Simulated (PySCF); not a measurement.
CH$_{4}$BGeN, CH$_{5}$AlBGe (calculated)

All values are calculated (PySCF 2.14.0). Calculation on a computer-drawn molecule: the log of a Hartree-Fock and frozen-core CCSD(T) single point meant for a local Hartree-Fock minimum, with one planted fault or none, to be diagnosed. Offsets are logged minus clean, where the clean run is the same molecule without the fault. The reference is restricted for singlets and unrestricted otherwise, and also for a bond in bohr or an excited solution. Adding or removing an electron swaps singlet and doublet. The excited solution moves the top pair (singlet) or top alpha electron (doublet) to the lowest empty orbital. Highest occupied and lowest empty are orbital energies over both spins, largest force is the largest gradient component, triples share is (T) over the correlation energy, the T1 limit is 0.02 restricted and 0.045 unrestricted, electrons count all cores, a negative frequency is imaginary (commonest isotopes), and the dipole is about the centre of nuclear charge; on germanium a core potential holds 10 electrons, which the energies leave out, and 3d is frozen in MP2 and coupled-cluster steps.

Common to all runs: meant multiplicity 1; meant basis and core potential on germanium cc-pVDZ-PP ECP10MDF; logged SCF converged yes; logged CC converged yes; logged SCF stable within its kind yes; possible faults no fault, one electron removed, one electron added, multiplicity raised by two, geometry at a saddle point, SCF held on an excited solution, minimal basis STO-3G, one bond length entered in bohr, all coordinates scaled.

(1) CH$_{4}$BGeN

Logged structure:
```xyz
8
CH4BGeN
B     -1.5890     0.1362     1.5826
C     -1.3619     0.0899     0.2081
N     -0.1724    -0.0164    -0.5445
Ge     1.4556     0.6770    -0.1022
H     -1.8756     0.2006     2.7204
H     -2.2807     0.1917    -0.3745
H     -0.2949    -0.5134    -1.4063
H      2.1707     0.0786    -1.3909
```

| Quantity | Value |
| --- | --- |
| meant charge | 0 |
| meant basis | cc-pVDZ |
| logged electrons | 54 |
| logged basis functions | 85 |
| logged spin squared | 0 |
| logged highest occupied | -7.8396 eV |
| logged lowest empty | 1.2638 eV |
| logged largest force | 1.008e-05 hartree/bohr |
| logged lowest frequency | 93.448 cm⁻¹ |
| logged T1 diagnostic | 0.020271 |
| logged D1 diagnostic | 0.073126 |
| logged triples share | 0.035542 |
| logged dipole magnitude | 1.1187 debye |
| logged energy HF | -412.61904 hartree |
| logged energy CCSD(T) | -413.13663 hartree |
| planted fault | no fault |
| HF energy offset from clean run | 0 kcal/mol |
| CCSD(T) energy offset from clean run | 0 kcal/mol |

Drawn bonds:
| atom | other atom | order |
| --- | --- | --- |
| 1 | 2 | 2 |
| 2 | 3 | 1 |
| 3 | 4 | 1 |
| 1 | 5 | 1 |
| 2 | 6 | 1 |
| 3 | 7 | 1 |
| 4 | 8 | 1 |

Notes: T1 above single-reference limit.

(2) CH$_{4}$BGeN

Structure as in entry 1.

| Property | Result |
| --- | --- |
| meant charge | 0 |
| meant basis | cc-pVDZ |
| logged electrons | 53 |
| logged basis functions | 85 |
| logged spin squared | 0.7652 |
| logged highest occupied | -13.855 eV |
| logged lowest empty | -5.6882 eV |
| logged largest force | 0.094348 hartree/bohr |
| logged T1 diagnostic | 0.023207 |
| logged D1 diagnostic | 0.11185 |
| logged triples share | 0.033282 |
| logged dipole magnitude | 7.0442 debye |
| logged energy HF | -412.37437 hartree |
| logged energy CCSD(T) | -412.85307 hartree |
| planted fault | one electron removed |
| HF energy offset from clean run | 153.5 kcal/mol |
| CCSD(T) energy offset from clean run | 177.9 kcal/mol |

Drawn bonds:
| atom | other atom | order |
| --- | --- | --- |
| 1 | 2 | 2 |
| 2 | 3 | 1 |
| 3 | 4 | 1 |
| 1 | 5 | 1 |
| 2 | 6 | 1 |
| 3 | 7 | 1 |
| 4 | 8 | 1 |

(3) CH$_{5}$AlBGe

Logged structure:
```xyz
9
CH5AlBGe
B      0.0396    -2.5985    -0.7478
C      1.0424    -1.8920    -0.0681
Al     1.1929    -0.0737     0.6551
Ge     1.2553    -0.2365    -1.7443
H     -0.8106    -3.1776    -1.3121
H      1.9520    -2.4881     0.0888
H      1.3083     0.6674     2.0073
H      2.4156    -0.6636    -2.6255
H     -0.0830    -0.3445    -2.4733
```

| Item | Value |
| --- | --- |
| meant charge | 1 |
| meant basis | cc-pV(D+d)Z |
| logged electrons | 59 |
| logged basis functions | 99 |
| logged spin squared | 0.7894 |
| logged highest occupied | -21.03 eV |
| logged lowest empty | -12.235 eV |
| logged largest force | 0.05395 hartree/bohr |
| logged T1 diagnostic | 0.032846 |
| logged D1 diagnostic | 0.16474 |
| logged triples share | 0.035104 |
| logged dipole magnitude | 4.0185 debye |
| logged energy HF | -599.98094 hartree |
| logged energy CCSD(T) | -600.35964 hartree |
| planted fault | one electron removed |
| HF energy offset from clean run | 302.7 kcal/mol |
| CCSD(T) energy offset from clean run | 322.4 kcal/mol |

Drawn bonds:
| atom | other atom | order |
| --- | --- | --- |
| 1 | 2 | 2 |
| 2 | 3 | 1 |
| 3 | 4 | 1 |
| 1 | 5 | 1 |
| 2 | 6 | 1 |
| 3 | 7 | 1 |
| 4 | 8 | 1 |
| 4 | 9 | 1 |
